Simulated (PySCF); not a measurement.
MO for M along the second period

PBE0 with double-zeta basis sets in PySCF, for the lowest determinant that a PBE0 search found; no spin–orbit coupling. De refers to high-spin ground-configuration atoms. A positive dipole means M(−)O(+).

| M | basis | state (unpaired electrons) | Re (Å) | ωe (cm⁻¹) | De (eV) | μ (D) |
| --- | --- | --- | --- | --- | --- | --- |
| Li | def2-SVP | doublet (π ↑) | 1.663 | 868 | 3.34 | -5.90 |
| Be | x2c-SVPall | singlet (closed shell) | 1.338 | 1527 | 4.30 | -5.98 |
| B | cc-pVDZ | doublet (σ ↑) | 1.206 | 1919 | 8.28 | -2.10 |
| C | jorge-DZP-DKH | singlet (closed shell) | 1.138 | 2218 | 10.70 | 0.11 |
| N | aug-cc-pVDZ | doublet (π ↑) | 1.148 | 2032 | 6.52 | 0.13 |
| O | def2-SVP | triplet (π ↑↑) | 1.188 | 1774 | 5.51 | n/a |
| F | def2-SVP | doublet (π ↑) | 1.324 | 1171 | 2.39 | -0.06 |

The shortest bond is that of CO (1.138 Å), the longest that of LiO (1.663 Å). CO is bound most strongly (10.70 eV) and OF least (2.39 eV).

The rows differ in basis set, which adds steps of its own.

The state changes along the series, so neighbouring rows are not always alike in their bonding.

States were picked by a PBE0 search and need not be the measured ground states.
